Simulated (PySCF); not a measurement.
C5H7 (SMILES [CH]1CC12CC2), doublet, at a GFN2-xTB geometry, with bond 9-4 at 1.3 times its length; PySCF with B3LYP/3-21G.

The PySCF input:
```python
from pyscf import gto, scf, dft

mol = gto.Mole()
mol.atom = '''
    C    -0.005921    0.062557    0.049199
    C     0.052769    0.741468    1.297763
    C    -0.041436   -0.735651    1.321739
    C     0.716844    0.019145   -1.258714
    C    -0.787096    0.067000   -1.219987
    H     0.719895    1.443913    1.745386
    H    -0.983005   -1.190907    1.605347
    H     0.819495   -1.329858    1.614922
    H     1.335267   -1.189441   -1.620385
    H     1.253021    0.901122   -1.577312
    H    -1.335845   -0.826101   -1.481285
    H    -1.277075    0.985252   -1.510139
'''
mol.basis = '3-21g'
mol.charge = 0
mol.spin = 1
mol.verbose = 4
mol.build()

mf = dft.UKS(mol)
mf.xc = 'b3lyp'
mf.diis = False
mf.max_cycle = 100
mf.kernel()
```

It wrote (shortened):

```
PySCF version 2.14.0

[INPUT] verbose = 4
[INPUT] num. atoms = 12
[INPUT] num. electrons = 37
[INPUT] charge = 0
[INPUT] spin (= nelec alpha-beta = 2S) = 1
[INPUT] symmetry False subgroup None
[INPUT] Mole.unit = angstrom
[INPUT] Symbol           X                Y                Z      unit          X                Y                Z       unit  Magmom
[...]
nuclear repulsion = 160.999714645283
number of shells = 39
number of NR pGTOs = 96
number of NR cGTOs = 59
basis = 3-21g
ecp = {}

******** <class 'pyscf.dft.uks.UKS'> ********
method = UKS
initial guess = minao
damping factor = 0
level_shift factor = 0
DIIS disabled
SCF conv_tol = 1e-09
SCF conv_tol_grad = None
SCF max_cycles = 100
direct_scf = True
direct_scf_tol = 1e-13
number electrons alpha = 19  beta = 18
XC library pyscf.dft.libxc version 7.1.2
    S. Lehtola, C. Steigemann, M. J. T. Oliveira, and M. A. L. Marques,  SoftwareX 7, 1–5 (2018)
XC functionals = b3lyp
    P. J. Stephens, F. J. Devlin, C. F. Chabalowski, and M. J. Frisch,  J. Phys. Chem. 98, 11623 (1994)
radial grids:
    Treutler-Ahlrichs [JCP 102, 346 (1995); DOI:10.1063/1.469408] (M4) radial grids

becke partition: Becke, JCP 88, 2547 (1988); DOI:10.1063/1.454033
pruning grids: <function nwchem_prune>
grids dens level: 3
symmetrized grids: False
atomic radii adjust function: <function treutler_atomic_radii_adjust>
small_rho_cutoff = 0
Set gradient conv threshold to 3.16228e-05
tot grids = 139248
init E= -194.111030419701

cycle= 1 E= -193.445299172534  delta_E= 0.666  |g|= 0.184  |ddm|= 2.45
cycle= 2 E= -193.450425250588  delta_E= -0.00513  |g|= 0.183  |ddm|= 0.509
cycle= 3 E= -193.447694171284  delta_E= 0.00273  |g|=  0.2  |ddm|= 0.514
cycle= 4 E= -193.442393769075  delta_E= 0.0053  |g|= 0.222  |ddm|= 0.56
cycle= 5 E= -193.433705031106  delta_E= 0.00869  |g|= 0.257  |ddm|= 0.636
cycle= 6 E= -193.416510426421  delta_E= 0.0172  |g|= 0.31  |ddm|= 0.753
cycle= 7 E= -193.385574138496  delta_E= 0.0309  |g|= 0.396  |ddm|= 0.936
cycle= 8 E= -193.311749180224  delta_E= 0.0738  |g|= 0.534  |ddm|= 1.22
cycle= 9 E= -193.168572293621  delta_E= 0.143  |g|= 0.754  |ddm|=  1.7
cycle= 10 E= -192.588262910284  delta_E= 0.58  |g|= 1.21  |ddm|= 2.42
cycle= 11 E= -190.124941768825  delta_E= 2.46  |g|= 2.43  |ddm|= 4.91
cycle= 12 E= -175.381088162638  delta_E= 14.7  |g|= 3.91  |ddm|= 14.9

cycle= 13 E= -151.219324228913  delta_E= 24.2  |g|= 5.38  |ddm|= 15.7

cycle= 14 E= -127.518934863233  delta_E= 23.7  |g|= 5.14  |ddm|= 18.5
[...]
cycle= 68 E= -130.610015674934  delta_E= 2.21  |g|= 4.87  |ddm|= 12.5

cycle= 69 E= -132.823471423039  delta_E= -2.21  |g|= 5.22  |ddm|= 12.5
cycle= 70 E= -130.610015674935  delta_E= 2.21  |g|= 4.87  |ddm|= 12.5

cycle= 71 E= -132.823471423035  delta_E= -2.21  |g|= 5.22  |ddm|= 12.5
cycle= 72 E= -130.610015674936  delta_E= 2.21  |g|= 4.87  |ddm|= 12.5

cycle= 73 E= -132.823471423033  delta_E= -2.21  |g|= 5.22  |ddm|= 12.5
cycle= 74 E= -130.610015674934  delta_E= 2.21  |g|= 4.87  |ddm|= 12.5

cycle= 75 E= -132.823471423031  delta_E= -2.21  |g|= 5.22  |ddm|= 12.5
cycle= 76 E= -130.610015674935  delta_E= 2.21  |g|= 4.87  |ddm|= 12.5

cycle= 77 E= -132.823471423032  delta_E= -2.21  |g|= 5.22  |ddm|= 12.5
cycle= 78 E= -130.610015674934  delta_E= 2.21  |g|= 4.87  |ddm|= 12.5

cycle= 79 E= -132.823471423033  delta_E= -2.21  |g|= 5.22  |ddm|= 12.5
cycle= 80 E= -130.610015674936  delta_E= 2.21  |g|= 4.87  |ddm|= 12.5

cycle= 81 E= -132.823471423033  delta_E= -2.21  |g|= 5.22  |ddm|= 12.5
cycle= 82 E= -130.610015674935  delta_E= 2.21  |g|= 4.87  |ddm|= 12.5

cycle= 83 E= -132.823471423033  delta_E= -2.21  |g|= 5.22  |ddm|= 12.5
cycle= 84 E= -130.610015674934  delta_E= 2.21  |g|= 4.87  |ddm|= 12.5

cycle= 85 E= -132.823471423032  delta_E= -2.21  |g|= 5.22  |ddm|= 12.5
cycle= 86 E= -130.610015674935  delta_E= 2.21  |g|= 4.87  |ddm|= 12.5

cycle= 87 E= -132.823471423032  delta_E= -2.21  |g|= 5.22  |ddm|= 12.5
cycle= 88 E= -130.610015674935  delta_E= 2.21  |g|= 4.87  |ddm|= 12.5

cycle= 89 E= -132.823471423032  delta_E= -2.21  |g|= 5.22  |ddm|= 12.5
cycle= 90 E= -130.610015674935  delta_E= 2.21  |g|= 4.87  |ddm|= 12.5

cycle= 91 E= -132.823471423033  delta_E= -2.21  |g|= 5.22  |ddm|= 12.5
cycle= 92 E= -130.610015674935  delta_E= 2.21  |g|= 4.87  |ddm|= 12.5

cycle= 93 E= -132.823471423032  delta_E= -2.21  |g|= 5.22  |ddm|= 12.5
cycle= 94 E= -130.610015674935  delta_E= 2.21  |g|= 4.87  |ddm|= 12.5

cycle= 95 E= -132.823471423033  delta_E= -2.21  |g|= 5.22  |ddm|= 12.5
cycle= 96 E= -130.610015674935  delta_E= 2.21  |g|= 4.87  |ddm|= 12.5

cycle= 97 E= -132.823471423032  delta_E= -2.21  |g|= 5.22  |ddm|= 12.5
cycle= 98 E= -130.610015674935  delta_E= 2.21  |g|= 4.87  |ddm|= 12.5

cycle= 99 E= -132.823471423032  delta_E= -2.21  |g|= 5.22  |ddm|= 12.5
cycle= 100 E= -130.610015674935  delta_E= 2.21  |g|= 4.87  |ddm|= 12.5
SCF not converged.
SCF energy = -130.610015674935 after 100 cycles  <S^2> = 0.75028232  2S+1 = 2.0002823
```

The run did not converge; its last values are not results.
